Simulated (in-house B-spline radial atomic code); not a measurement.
Ionisation energies along the 53-electron series, configuration [Kr] 4d10 4f5 5s2, as differences of self-consistent energies. NIST's values go from ground level to ground level; the uncertainty of those that are theory runs from under 0.1 % in few-electron ions to several per cent in heavy many-electron ones. Computed with a radial B-spline atomic code at the basis-set limit: non-relativistic Hartree-Fock, average of the configuration, point nuclei.

This level leaves out relativity, spin-orbit splitting included, which matters for heavy ions.

```csv
ion,configuration after,ionisation energy (eV),IE/(q+1)² (eV),-ε less Coulomb ΔSCF (eV),tabulated value (eV),tabulated kind,computed minus tabulated (eV)
Eu10+,[Kr] 4d10 4f4 5s2,174.53,1.4424,2.7215,183,tabulated theory,-8.47
Gd11+,[Kr] 4d10 4f4 5s2,206.15,1.4316,-,213,tabulated theory,-6.85
Tb12+,[Kr] 4d10 4f4 5s2,239.78,1.4188,-,250,tabulated theory,-10.22
```
